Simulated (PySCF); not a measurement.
# Bond curve of Pb2

Set-up: Pb def2-SVP with ECP60; scalar-relativistic core potentials (PySCF 2.14). Energies in eV from Pb + Pb in their ground configurations at the same level. State: ³Σg⁻ (triplet), unpaired electrons π ↑↑.

All columns are PBE0.

```csv
R (Å),E (eV),HOMO (eV),LUMO (eV),Mayer bond order,⟨S²⟩
2.490,-1.153,-4.71,-3.36,1.97,2.00
2.606,-1.707,-4.75,-3.20,1.98,2.00
2.721,-2.005,-4.77,-3.06,1.98,2.00
2.808,-2.109,-4.77,-2.98,1.99,2.00
2.895,-2.138,-4.76,-2.90,1.99,2.00
2.982,-2.110,-4.75,-2.83,1.99,2.00
3.098,-2.008,-4.72,-2.74,2.00,2.00
3.242,-1.812,-4.66,-2.66,2.00,2.00
3.416,-1.519,-4.59,-2.70,2.00,2.00
3.648,-1.090,-4.47,-2.87,2.00,2.00
```

These are scalar-relativistic numbers at best; spin–orbit coupling would shift them, the dissociation energy most. The state was picked by a PBE0 search and need not be the measured ground state.
